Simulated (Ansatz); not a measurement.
Program: Ansatz. Geometries: PBE0-D4/def2-TZVP. ΔE: electronic, gas phase. CCSD(T)/CBS is the MP2 limit (def2-TZVPP, def2-QZVPP) plus CCSD(T) − MP2 in def2-TZVPP, frozen cores. This one scheme is used for every species. DFT in def2-TZVPP. B3LYP here is the variant with VWN-RPA as its local correlation; programs differ in this. Each species was taken in one conformer, which may not be the lowest.

`N[SiH2][SiH](F)[SiH3]` + H₂O → `O[SiH](F)[SiH3]` + `N[SiH3]`  (formal hydrolysis of the Si–Si bond)

Is it downhill or uphill in electronic energy at CCSD(T)/CBS, and by how much? (Best estimate.)

Ansatz gave: Downhill: ΔE = -113.7 kJ/mol.

What do these levels give: PBE-D4, PBE0-D4, B3LYP-D4, ωB97M-V, PBE, r2SCAN, PBE0, MP2/def2-TZVPP, CCSD/def2-TZVPP, MP2/def2-QZVPP, MP2/CBS(def2), CCSD/CBS(def2)? (Estimate.)

Computed: PBE-D4 -91.1, PBE0-D4 -98.8, B3LYP-D4 -113.5, ωB97M-V -121.2, PBE -95.9, r2SCAN -113.1, PBE0 -103.5, MP2/def2-TZVPP -124.4, CCSD/def2-TZVPP -121.6, MP2/def2-QZVPP -122.3, MP2/CBS(def2) -120.3, CCSD/CBS(def2) -117.5 kJ/mol.

Largest T1 diagnostic among the species: 0.013.

In def2-TZVPP, CCSD(T) changes the Hartree–Fock value by +26.5 kJ/mol (the triples alone add +3.8 kJ/mol) and MP2 by +19.9 kJ/mol. The D4 term adds +7.6 kJ/mol with B3LYP and +4.7 kJ/mol with PBE0; it sums over pairs of atoms, weighted by their polarisabilities, and B3LYP, whose exchange is more repulsive, gets the larger term. From PBE to PBE0 (25 % exact exchange), in def2-TZVPP and without D4, ΔE moves by −7.6 kJ/mol.
